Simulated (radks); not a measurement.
Results of a calculation; reference values are marked as such.
The oxygen anion O- inside a hard spherical wall (all orbitals vanish at R), configuration held at [He] 2s2 2p5 and not refilled when levels cross. Code: a radial shooting solver on a logarithmic mesh with Libxc functionals. Model: non-relativistic Kohn-Sham, PBEsol, spin-unpolarised, spherical densities, point nucleus. Eigenvalues in eV, with the zero of energy where the potential of the charges vanishes at infinity; a dash marks a level that is unbound or too diffuse for the functional's potential to be trusted. A positive occupied level is held by the wall or, in an anion where self-interaction has pushed it up, behind a barrier. The pressure on the wall is -dE/dV.

| R (bohr) | E (hartree) | kinetic (hartree) | e(1s) | e(2s) | e(2p) | e(3s, empty) | e(3p, empty) | pressure (GPa) |
|---|---|---|---|---|---|---|---|---|
| 15 | -74.80627 | 74.543 | -500.17 | -12.577 | 1.731 | 3.134 | 3.561 | 0.000767 |
| 10 | -74.80501 | 74.547 | -499.91 | -12.345 | 1.949 | 4.928 | 6.085 | 0.0167 |
| 7 | -74.79781 | 74.574 | -499.19 | -11.741 | 2.531 | 7.998 | 10.442 | 0.298 |
| 6 | -74.78764 | 74.613 | -498.50 | -11.202 | 3.069 | 10.340 | 13.563 | 1.03 |
| 5 | -74.75963 | 74.720 | -497.08 | -10.163 | 4.149 | 14.664 | 18.939 | 4.35 |
| 3.5 | -74.53975 | 75.528 | -490.25 | -5.659 | 9.164 | 33.220 | 39.219 | 69.4 |
| 3 | -74.25664 | 76.500 | -484.11 | -1.734 | 13.643 | 49.206 | 55.133 | 220 |
| 2.5 | -73.56105 | 78.673 | -472.73 | 5.842 | 22.173 | 79.407 | 83.561 | 811 |
| 2 | -71.65524 | 83.837 | -450.70 | 22.393 | 39.935 | 143.08 | 140.08 | 3660 |
